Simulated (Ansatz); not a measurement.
The cation of F2GaH, SMILES `[F][GaH][F]` at the neutral geometry.

```yaml
crystal:
  periodic: [false, false, false]
  atoms:
    - {symbol: F, position_ang: [-1.012379, -0.497121, 1.241169]}
    - {symbol: Ga, position_ang: [-0.022720, 0.032192, -0.088907]}
    - {symbol: F, position_ang: [1.659895, -0.330672, 0.167678]}
    - {symbol: H, position_ang: [-0.569196, 0.735400, -1.340241]}
basis:
  gaussian: {orbitals: def2-TZVPP}
total_charge: 1
magnetization: {spin_polarized: true, initial_magnetization: 1}
hamiltonian: {xc: pbe, dispersion: d4}
```

```sh
$ ansatz run in.yaml --threads 4 --pin off --events-out ev --progress --plain --max-ram 10444MiB
```

It prints (some lines left out):

```
Functional definition: PBE
739 factors; their error is unknown
mean field evaluation 1: about -57781.6030 eV, gradient 9.1e1 eV
mean field evaluation 2: about -57364.8464 eV, gradient 2.7e2 eV
mean field evaluation 4: about -57799.3159 eV, gradient 4.0e1 eV
mean field evaluation 8: about -57806.8455 eV, gradient 8.4e0 eV
mean field evaluation 16: about -57807.1360 eV, gradient 1.5e-5 eV
mean field -57807.13595456 eV, -2124.3730632460 hartree, gradient 1.5e-5 eV, S^2 0.755575; 9 other end points of the search recorded, 0 dependent functions left out
reference -57807.13598572 eV, -2124.3730643911 hartree; 25, 24 occupied and 99, 100 virtual orbitals, 739 factors
Total energy: -57807.17245388 eV, -2124.3744045713 hartree
```

It took 6 s on 4 threads of an Arm Neoverse V2 on a shared host, with 0.28 GiB of host memory at the peak.
